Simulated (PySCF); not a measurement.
H4AsSi, doublet, at the geometry of the source list; B3LYP-D3BJ/6-31G** in PySCF.

Here is a job for PySCF.
```python
from pyscf import gto, scf, dft

mol = gto.Mole()
mol.atom = '''
    Si   -1.035500   -0.132700    0.444300
    As    1.288800    0.124100    0.736500
    H    -1.684400    1.105500   -0.020800
    H    -1.429500   -1.150500   -0.549200
    H     1.526700   -1.019600   -0.199000
    H     1.333900    1.073300   -0.411700
'''
mol.basis = '6-31g**'
mol.charge = 0
mol.spin = 1
mol.verbose = 4
mol.build()

mf = dft.UKS(mol)
mf.xc = 'b3lyp'
mf.disp = 'd3bj'
mf.kernel()
mf.analyze()
```

Q: What does PySCF print? Leave out banner, timings and long lists.

A: 
```
PySCF version 2.14.0

[INPUT] verbose = 4
[INPUT] num. atoms = 6
[INPUT] num. electrons = 51
[INPUT] charge = 0
[INPUT] spin (= nelec alpha-beta = 2S) = 1
[INPUT] symmetry False subgroup None
[INPUT] Mole.unit = angstrom
[INPUT] Symbol           X                Y                Z      unit          X                Y                Z       unit  Magmom
[INPUT]  1 Si    -1.035500000000  -0.132700000000   0.444300000000 AA   -1.956811401987  -0.250766656730   0.839605317144 Bohr   0.0
[INPUT]  2 As     1.288800000000   0.124100000000   0.736500000000 AA    2.435479029339   0.234515012059   1.391783290742 Bohr   0.0
[INPUT]  3 H     -1.684400000000   1.105500000000  -0.020800000000 AA   -3.183054684217   2.089092230707  -0.039306303391 Bohr   0.0
[INPUT]  4 H     -1.429500000000  -1.150500000000  -0.549200000000 AA   -2.701363495066  -2.174129906312  -1.037837587611 Bohr   0.0
[INPUT]  5 H      1.526700000000  -1.019600000000  -0.199000000000 AA    2.885044874373  -1.926764756607  -0.376055498788 Bohr   0.0
[INPUT]  6 H      1.333900000000   1.073300000000  -0.411700000000 AA    2.520705677557   2.028243049496  -0.778000245483 Bohr   0.0

nuclear repulsion = 154.369041688064
number of shells = 32
number of NR pGTOs = 174
number of NR cGTOs = 70
basis = 6-31g**
ecp = {}

******** <class 'pyscf.dft.uks.UKS'> ********
method = UKS
initial guess = minao
damping factor = 0
level_shift factor = 0
DIIS = <class 'pyscf.scf.diis.CDIIS'>
diis_start_cycle = 1
diis_space = 8
diis_damp = 0
SCF conv_tol = 1e-09
SCF conv_tol_grad = None
SCF max_cycles = 50
direct_scf = True
direct_scf_tol = 1e-13
number electrons alpha = 26  beta = 25
XC library pyscf.dft.libxc version 7.1.2
    S. Lehtola, C. Steigemann, M. J. T. Oliveira, and M. A. L. Marques,  SoftwareX 7, 1–5 (2018)
XC functionals = b3lyp
    P. J. Stephens, F. J. Devlin, C. F. Chabalowski, and M. J. Frisch,  J. Phys. Chem. 98, 11623 (1994)
radial grids:
    Treutler-Ahlrichs [JCP 102, 346 (1995); DOI:10.1063/1.469408] (M4) radial grids

becke partition: Becke, JCP 88, 2547 (1988); DOI:10.1063/1.454033
pruning grids: <function nwchem_prune>
grids dens level: 3
symmetrized grids: False
atomic radii adjust function: <function treutler_atomic_radii_adjust>
small_rho_cutoff = 0
Set gradient conv threshold to 3.16228e-05
tot grids = 78840
Calc dispersion correction with DFTD3.
Parameters: xc=b3lyp, version=d3bj, atm=False
init E= -2526.67077953706

cycle= 1 E= -2527.47227000987  delta_E= -0.801  |g|= 0.147  |ddm|= 1.59
cycle= 2 E= -2527.4774712207  delta_E= -0.0052  |g|= 0.0936  |ddm|= 0.307
cycle= 3 E= -2527.48111284485  delta_E= -0.00364  |g|= 0.0147  |ddm|= 0.141
cycle= 4 E= -2527.48128754729  delta_E= -0.000175  |g|= 0.00798  |ddm|= 0.0393
cycle= 5 E= -2527.48132487096  delta_E= -3.73e-05  |g|= 0.00137  |ddm|= 0.0125
cycle= 6 E= -2527.48132610347  delta_E= -1.23e-06  |g|= 0.000357  |ddm|= 0.00304
cycle= 7 E= -2527.48132623403  delta_E= -1.31e-07  |g|= 0.000142  |ddm|= 0.000878
cycle= 8 E= -2527.48132625564  delta_E= -2.16e-08  |g|= 4.42e-05  |ddm|= 0.000371
cycle= 9 E= -2527.48132625808  delta_E= -2.44e-09  |g|= 1.19e-05  |ddm|= 0.000119
cycle= 10 E= -2527.48132625826  delta_E= -1.81e-10  |g|= 3.25e-06  |ddm|= 3.63e-05
Extra cycle  E= -2527.48132625828  delta_E= -2.18e-11  |g|= 2.07e-06  |ddm|= 8.91e-06
converged SCF energy = -2527.48132625828  <S^2> = 0.75169447  2S+1 = 2.0016938
**** SCF Summaries ****
Total Energy =                       -2527.481326258278841
Nuclear Repulsion Energy =             154.369041688063561
One-electron Energy =                -3825.042692305201854
Two-electron Energy =                 1143.200999220879567
Two-electron Coulomb Energy =         1248.699335246489682
DFT Exchange-Correlation Energy =     -105.498336025610001
Empirical Dispersion Energy =           -0.008674862020316
**** MO energy ****
                             alpha | beta                alpha | beta
MO #1   energy= -425.83139658336   | -425.8312791442    occ= 1 | 1
MO #2   energy= -66.1252713217996  | -66.1220057002198  occ= 1 | 1
MO #3   energy= -53.8549967929428  | -53.8548878723684  occ= 1 | 1
MO #4   energy= -48.145388262925   | -48.1453020417569  occ= 1 | 1
MO #5   energy= -48.1453341664105  | -48.1451206969051  occ= 1 | 1
MO #6   energy= -48.1442031841756  | -48.1441487825066  occ= 1 | 1
MO #7   energy= -7.00805597429557  | -7.00780197782698  occ= 1 | 1
MO #8   energy= -5.28840714220525  | -5.28440899117771  occ= 1 | 1
MO #9   energy= -5.06551398078331  | -5.06540533442584  occ= 1 | 1
MO #10  energy= -5.06492810061162  | -5.06449625214718  occ= 1 | 1
MO #11  energy= -5.06128927224519  | -5.06111262514689  occ= 1 | 1
MO #12  energy= -3.64982233930169  | -3.64262856936368  occ= 1 | 1
MO #13  energy= -3.64480428076487  | -3.6419416954278   occ= 1 | 1
MO #14  energy= -3.64431586148334  | -3.63972504608192  occ= 1 | 1
MO #15  energy= -1.6356621657898   | -1.63535464380956  occ= 1 | 1
MO #16  energy= -1.63492981190119  | -1.63468729964947  occ= 1 | 1
MO #17  energy= -1.63259544190256  | -1.63245338241924  occ= 1 | 1
MO #18  energy= -1.63187044006124  | -1.63147918178302  occ= 1 | 1
MO #19  energy= -1.63026337732673  | -1.62999492617817  occ= 1 | 1
MO #20  energy= -0.651598678842678 | -0.647341655998435 occ= 1 | 1
MO #21  energy= -0.51578183217848  | -0.497012282402839 occ= 1 | 1
MO #22  energy= -0.386454917317979 | -0.383293187459238 occ= 1 | 1
MO #23  energy= -0.350163691127301 | -0.34291019314686  occ= 1 | 1
MO #24  energy= -0.338035915455454 | -0.331750233980308 occ= 1 | 1
MO #25  energy= -0.27509898530931  | -0.27222825306959  occ= 1 | 1
MO #26  energy= -0.212739561547419 | -0.102691206696195 occ= 1 | 0
MO #27  energy= -0.00337271803013239 | 0.00544144731055315 occ= 0 | 0
MO #28  energy= 0.00403321135748591 | 0.00855930251097141 occ= 0 | 0
MO #29  energy= 0.0507500412444615 | 0.0560572439603555 occ= 0 | 0
MO #30  energy= 0.0705591717796201 | 0.0819973614599552 occ= 0 | 0
MO #31  energy= 0.106833697938595  | 0.117697152785841  occ= 0 | 0
MO #32  energy= 0.177571405988088  | 0.184493649244943  occ= 0 | 0
MO #33  energy= 0.21095358386286   | 0.216474277999672  occ= 0 | 0
MO #34  energy= 0.215981590502011  | 0.221225606394981  occ= 0 | 0

To work with the spin densities directly, `use mulliken_meta_spin()` only printing them here.

 ** Mulliken spin pop alpha/beta on meta-lowdin orthogonal AOs **
 ** Mulliken Spin Density (per AO)  **
spin_pop of  0 Si 1s        0.00000
spin_pop of  0 Si 2s        0.00000
spin_pop of  0 Si 3s        0.13410
spin_pop of  0 Si 4s        0.00166
spin_pop of  0 Si 2px       0.00000
spin_pop of  0 Si 2py      -0.00000
spin_pop of  0 Si 2pz       0.00002
spin_pop of  0 Si 3px       0.12705
spin_pop of  0 Si 3py       0.06218
spin_pop of  0 Si 3pz       0.61156
spin_pop of  0 Si 4px      -0.00005
spin_pop of  0 Si 4py       0.00019
spin_pop of  0 Si 4pz       0.00051
spin_pop of  0 Si 3dxy      0.00015
spin_pop of  0 Si 3dyz     -0.00051
spin_pop of  0 Si 3dz^2    -0.00009
spin_pop of  0 Si 3dxz      0.00032
spin_pop of  0 Si 3dx2-y2   -0.00036
spin_pop of  1 As 1s        0.00000
spin_pop of  1 As 2s        0.00000
spin_pop of  1 As 3s       -0.00000
spin_pop of  1 As 4s        0.00798
spin_pop of  1 As 5s        0.00010
spin_pop of  1 As 2px       0.00000
spin_pop of  1 As 2py      -0.00000
spin_pop of  1 As 2pz       0.00000
spin_pop of  1 As 3px       0.00000
spin_pop of  1 As 3py      -0.00000
spin_pop of  1 As 3pz       0.00000
spin_pop of  1 As 4px       0.00940
spin_pop of  1 As 4py      -0.00314
spin_pop of  1 As 4pz       0.00841
spin_pop of  1 As 5px       0.00020
spin_pop of  1 As 5py       0.00016
spin_pop of  1 As 5pz       0.00036
spin_pop of  1 As 3dxy     -0.00000
spin_pop of  1 As 3dyz     -0.00000
spin_pop of  1 As 3dz^2    -0.00000
spin_pop of  1 As 3dxz     -0.00000
spin_pop of  1 As 3dx2-y2   -0.00000
spin_pop of  1 As 4dxy     -0.00003
spin_pop of  1 As 4dyz      0.00007
spin_pop of  1 As 4dz^2    -0.00013
spin_pop of  1 As 4dxz      0.00103
spin_pop of  1 As 4dx2-y2   -0.00015
spin_pop of  1 As 5dxy     -0.00000
spin_pop of  1 As 5dyz      0.00001
spin_pop of  1 As 5dz^2    -0.00001
spin_pop of  1 As 5dxz      0.00011
spin_pop of  1 As 5dx2-y2   -0.00000
spin_pop of  2 H 1s        0.00225
spin_pop of  2 H 2s        0.00016
spin_pop of  2 H 2px       0.00002
spin_pop of  2 H 2py      -0.00007
spin_pop of  2 H 2pz      -0.00004
spin_pop of  3 H 1s        0.00974
spin_pop of  3 H 2s        0.00017
spin_pop of  3 H 2px       0.00002
spin_pop of  3 H 2py       0.00004
spin_pop of  3 H 2pz      -0.00015
spin_pop of  4 H 1s        0.00273
spin_pop of  4 H 2s        0.00007
spin_pop of  4 H 2px       0.00002
spin_pop of  4 H 2py       0.00001
spin_pop of  4 H 2pz      -0.00000
spin_pop of  5 H 1s        0.02359
spin_pop of  5 H 2s        0.00028
spin_pop of  5 H 2px       0.00006
spin_pop of  5 H 2py       0.00001
spin_pop of  5 H 2pz       0.00000
 ** Mulliken Spin Density (per atom)  **
spin density of  0 Si =      0.93674
spin density of  1 As =      0.02434
spin density of  2 H =      0.00233
spin density of  3 H =      0.00983
spin density of  4 H =      0.00282
spin density of  5 H =      0.02395
 ** Mulliken pop alpha/beta on meta-lowdin orthogonal AOs **
 ** Mulliken pop       alpha | beta **
In total            26.00000 | 25.00000
 ** Mulliken atomic charges   ( Nelec_alpha | Nelec_beta ) **
charge of  0Si =      0.19302  (     7.37186      6.43512 )
charge of  1As =     -0.06353  (    16.54393     16.51959 )
charge of  2H =     -0.07211  (     0.53722      0.53489 )
charge of  3H =     -0.07258  (     0.54120      0.53137 )
charge of  4H =      0.00804  (     0.49739      0.49457 )
charge of  5H =      0.00716  (     0.50840      0.48445 )
Dipole moment(X, Y, Z, Debye):  0.10031, -0.04213, -0.52088
```
